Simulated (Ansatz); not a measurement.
Harmonic frequencies (cm⁻¹) at PBE0-D4/def2-TZVP from Ansatz: 120, 138, 172, 173, 196, 211, 362, 396, 487, 515, 528, 561, 613, 683, 696, 1538, 1542, 3565, 3568, 3665, 3665.

Each molecule was computed in one conformer, which needn't be the lowest.

Task: Which molecule is it?
A. `[CH3][Ta]([NH2])(=[S])[Cl]`
B. `[NH2][Ta]([NH2])(=[S])[Cl]`
C. `[CH3][Ta]([OH])([F])=[S]`
D. `[NH2][Ta]([NH2])(=[O])[OH]`

Result: B.
